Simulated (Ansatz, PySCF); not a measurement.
C₄H₃FOSi, SMILES C#C[Si](O)(F)C#C. Atoms are numbered in the order given.

```xyz
10

C     -0.4769     2.0998     1.9151
C     -0.4205     1.1571     1.1431
Si    -0.3076    -0.2159    -0.0350
O     -0.4898    -1.6202     0.7989
F     -1.4947    -0.0585    -1.1256
C      1.2615    -0.1897    -0.9598
C      2.3223    -0.1848    -1.5639
H     -0.5301     2.9282     2.5998
H     -0.2486    -2.4348     0.3415
H      3.2562    -0.1759    -2.0985
```

Coordinates come from a r2SCAN-D4/def2-SVP optimisation. The structure was generated by enumeration, and PubChem lists no compound with its InChIKey, so it may never have been made. Other conformers were not sampled.

Two levels are set side by side: PBE-D3(BJ)/def2-SVP (Ansatz, a program for electronic structure) and r2SCAN-D4/def2-SVP (Ansatz). Each level has its own optimised geometry; the coordinates shown are those of the second. Frequencies come from the Hessian of PySCF at each geometry. Differences are taken from unrounded values.

```tsv
quantity	r2SCAN-D4	PBE-D3(BJ)	PBE-D3(BJ) minus r2SCAN-D4
mean bond length (Å)	1.384	1.393	0.009
bond C1–C2 (Å)	1.220	1.227	0.008
bond C2–Si3 (Å)	1.813	1.819	0.006
bond Si3–O4 (Å)	1.643	1.659	0.016
bond Si3–F5 (Å)	1.620	1.634	0.014
bond Si3–C6 (Å)	1.822	1.828	0.006
bond C6–C7 (Å)	1.221	1.228	0.008
bond C1–H8 (Å)	1.076	1.083	0.007
bond O4–H9 (Å)	0.965	0.974	0.009
bond C7–H10 (Å)	1.076	1.083	0.007
highest harmonic wavenumber (cm⁻¹)	3882	3763	-120
mean harmonic wavenumber (cm⁻¹)	1021	998	-23
zero-point energy (kcal/mol)	35.03	34.23	-0.79
```
